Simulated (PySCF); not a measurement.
Run record: geometry optimisation, [WO4]2- (`[O]=[W-2](=[O])(=[O])=[O]`).

Method: PBE0-D3(BJ)/def2-SVP geometry optimisation, gas phase, def2 core potentials past Kr (PySCF 2.14.0). Start geometry: GFN2-xTB. A driver script takes a list of jobs; this job's settings line and coordinates (Å) are shown.

Input:
```
{"job": {"xc": "PBE0", "basis": "def2-SVP", "d3": "d3bj", "grid": 1, "maxiter": 30, "shake": 0.03, "kind": "geom"}, "charge": -2, "multiplicity": 1}
W      0.061180    -0.077340     0.012670
O     -0.005780    -0.032260     1.797030
O      1.635900     0.004660    -0.637250
O     -0.757650     1.482830    -0.591630
O     -0.858800    -1.488370    -0.642950
```

Problem. What does the run print?

Solution. 
```
step   0  E = -367.55057612  max force = 0.115314
step   1  E = -367.56081642  max force = 0.050146
step   2  E = -367.56326440  max force = 0.009945
step   3  E = -367.56347551  max force = 0.005744
step   4  E = -367.56355658  max force = 0.001050
step   5  E = -367.56355810  max force = 0.000599
step   6  E = -367.56356047  max force = 0.000197
optimisation converged
```

Energies in Eh; «max force» is the largest Cartesian gradient component in Eh/bohr.

Problem. Give the first gradient maximum in eV/Å.

Solution. With 1 Eh/bohr = 51.422 eV/Å, 5.930 eV/Å.

Summary of the converged run: final energy -367.56356 Eh after 6 steps.

Problem. Give the final coordinates.

Solution. 0.060 Å rms from the input after alignment:
```
atom  x, y, z in Å
W1     0.0146   -0.0221   -0.0125
O2     0.0309   -0.0383    1.7790
O3     1.6984   -0.0438   -0.6243
O4    -0.8113    1.4602   -0.5891
O5    -0.8577   -1.4666   -0.6152
```

The ion is multiply charged and computed in the gas phase, without counter-ions or solvent; whether it holds all its electrons wasn't checked.

Problem. Estimate the wall time. Hardware: one thread, Arm Neoverse V1 (aarch64), shared host with 32 logical CPUs at a one-minute load of 6.5. And the peak memory of the process?

Solution. About 28 s, with 0.34 GiB resident at the peak, the Python interpreter and its libraries included.
Labels such as C1 count atoms from 1, the log's own numbers from 0.
